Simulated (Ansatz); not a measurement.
Reaction (ligand exchange at the Hf–Br bond): `C[N](C)[Hf]([Br])([N](C)C)[N](C)C` + HCl → `C[N](C)[Hf]([Cl])([N](C)C)[N](C)C` + HBr

Isolated molecules relaxed with PBE0-D4/def2-TZVP in Ansatz; ΔE leaves out vibrations. CBS: MP2 limit from def2 TZ/QZ plus the TZ coupled-cluster correction, frozen cores. This one scheme is used for every species. Functionals use def2-TZVPP. HSE06 is defined as in plane-wave codes. def2 core potentials past Kr. For Br, Hf outer-core shells are correlated without core-valence functions, which leaves a few kJ/mol of doubt a bond. Scalar relativity is left out up to krypton. Each species was taken in one conformer, which may not be the lowest.

```csv
level,ΔE (kJ/mol)
HSE06-D4,5.1
MP2/def2-TZVPP,11.0
```

(1) What does CCSD(T)/CBS give? (Estimate.)

Largest T1 diagnostic among the species: 0.014.

Results:

(1) Computed: +8.8 kJ/mol. The listed levels differ from it by -3.7, 2.2 kJ/mol.

Leaving LDA and LC-ωPBE aside and taking each functional with its dispersion term where it has one, the values, not all of them listed here, spread over 8.4 kJ/mol, from BLYP-D4 to PBE-QIDH. At CCSD(T), def2-SVP lies −9.9 kJ/mol from the extrapolated value and def2-TZVPP −0.2 kJ/mol. From BLYP to BHLYP (50 % exact exchange), in def2-TZVPP and without D4, ΔE moves by +3.7 kJ/mol.
